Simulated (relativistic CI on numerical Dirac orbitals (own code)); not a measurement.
d9 in a ligand field

Computed with a parametric ligand-field model of a d^n configuration (Racah B and C, spin-orbit zeta, crystal field), exact diagonalisation.

Field parameters in Wybourne normalisation: Oh B⁴₀ = 21Dq, B⁴₄ = √(5/14) B⁴₀. The field is a parameter set, without covalency.

B = 400 cm⁻¹, C = 1680 cm⁻¹ (C/B = 4.20), Oh, no spin-orbit coupling. Tanabe-Sugano data, E/B above the lowest term (Δ = |10Dq|; b, c mark the second and third term of a kind):

```csv
Δ/B,2E,2T2
1.0,0.00,1.00
3.0,0.00,3.00
5.0,0.00,5.00
7.0,0.00,7.00
9.0,0.00,9.00
11.0,0.00,11.00
13.0,0.00,13.00
15.0,0.00,15.00
17.0,0.00,17.00
19.0,0.00,19.00
21.0,0.00,21.00
23.0,0.00,23.00
25.0,0.00,25.00
27.0,0.00,27.00
29.0,0.00,29.00
31.0,0.00,31.00
33.0,0.00,33.00
35.0,0.00,35.00
37.0,0.00,37.00
39.0,0.00,39.00
41.0,0.00,41.00
43.0,0.00,43.00
45.0,0.00,45.00
47.0,0.00,47.00
```

The ground term stays 2E.
